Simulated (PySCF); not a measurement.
Delta-SCF ions had no search for a lower state. 

Cartesian coordinates (Å):
SMILES: F[SiH2][SiH2][SiH3]
```xyz
11

F      1.9300     1.5338     0.8865
Si     1.8956     0.3948    -0.2753
Si     0.0255    -0.9872     0.0534
Si    -1.9309     0.2972     0.2208
H      1.8094     1.0964    -1.5945
H      3.1876    -0.3573    -0.2064
H      0.2103    -1.8225     1.2839
H     -0.0618    -1.9064    -1.1295
H     -3.1348    -0.5812     0.3587
H     -1.8472     1.1972     1.4119
H     -2.0836     1.1352    -1.0095
```
Charge 0, spin multiplicity 1.

Problem. Give the dipole moment, LUMO and vertical ionisation energy (Delta-SCF) at the level PBE-D3(BJ)/def2-TZVP run with PySCF.

Solution. 
```
Property                                  Result
--------------------------------------  --------
dipole moment                             1.22 D
LUMO                                    -1.66 eV
vertical ionisation energy (Delta-SCF)   9.68 eV
```
